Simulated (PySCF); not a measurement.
**Nb²⁺: excitation energy**

Nb²⁺ [Kr] 4d3 (4F) → Nb²⁺ [Kr] 4d2 5s1 (4F), as a difference of total energies. All numbers are calculated (PySCF 2.14, the spin-free X2C one-electron Hamiltonian (Gaussian nucleus), in x2c-TZVPPall with one added diffuse shell each of s, p, d, f type (9s7p7d3f1g, 95 functions)). Correlated levels: valence: [Kr] frozen; valence and next inner shell: [Ar] 3d10 frozen. The calculations carry no spin-orbit coupling.

```
                                method  excitation energy (eV)
                                   UHF                   3.123
                                   LDA                   3.051
                                   PBE                   3.185
                                  PBE0                   3.325
                                r2SCAN                   3.367
                                 B3LYP                   3.108
                                  PW91                   3.182
                                PBEsol                   3.214
                                  BLYP                   2.986
                         MP2 (valence)                   3.204
                     SCS-MP2 (valence)                   3.150
    MP2 (valence and next inner shell)                   3.109
SCS-MP2 (valence and next inner shell)                   3.115
```

A first-order spin-orbit estimate (lowest level to lowest level, LS coupling) adds -0.013 eV.
